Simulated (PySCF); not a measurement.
Computed shifts of a molecule CH5ClFNSi, KT2/pcSseg-1 (PySCF), GIAO, gas phase, atoms alike by connectivity averaged where their shifts nearly agree, in ppm (number of nuclei): ¹⁵N: 18.2 (1). ¹³C: 39.0 (1). ²⁹Si: 8.3 (1). ¹⁹F: -209.1 (1). ¹H: 5.55 (1), 2.93 (1), 2.61 (1), 0.52 (1), 0.18 (1). References: ¹⁵N against NH3 (σ = 266.2 ppm); ¹³C against TMS (σ = 185.1 ppm); ²⁹Si against TMS (σ = 361.9 ppm); ¹⁹F against CFCl3 (σ = 127.1 ppm); ³⁵Cl against HCl (σ = 945.4 ppm); ¹H against TMS (σ = 31.47 ppm), references at their B3LYP-D3(BJ)/def2-TZVP geometries, non-relativistic (without spin–orbit terms, shifts of atoms bonded to Cl or Br come out too high). Geometry: PBE0-D3(BJ)/def2-SVP. Other conformers were not sampled.

Which molecule gave these data?
A. N[Si@@H](Cl)CF
B. CN[Si@H](F)Cl
C. NC[Si@H](F)Cl
D. C[Si@@](N)(F)Cl

C, NC[Si@H](F)Cl
